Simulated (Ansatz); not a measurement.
C$_{3}$H$_{8}$Zn, SMILES `C[CH](C)[ZnH]`. Total charge 0; spin multiplicity 1. Correlated methods include outer-core shells of Zn, which these sets cover unevenly. Scalar relativity is left out up to krypton.

```xyz
12

C    -0.934    0.932   -0.424
C    -0.008    0.065    0.425
C    -0.036   -1.385   -0.051
Zn    1.820    0.788    0.515
H    -0.993    1.963   -0.064
H    -0.610    0.971   -1.469
H    -1.957    0.531   -0.428
H    -0.382    0.087    1.458
H     0.342   -1.485   -1.073
H     0.562   -2.046    0.582
H    -1.061   -1.780   -0.055
H     3.259    1.357    0.584
```

(1) Give the diagnostics of a CCSD(T)/def2-TZVPP run (frozen core, Ansatz). (Estimate.)

## Answers

(1) Ansatz gave: T1 = 0.0131, largest single amplitude 0.025, largest double 0.021, (T) share of the correlation energy 2.9 %, 12 CCSD cycles. The RHF solution is stable towards an unrestricted one. T1 lies under the customary mark of 0.02 for closed shells.
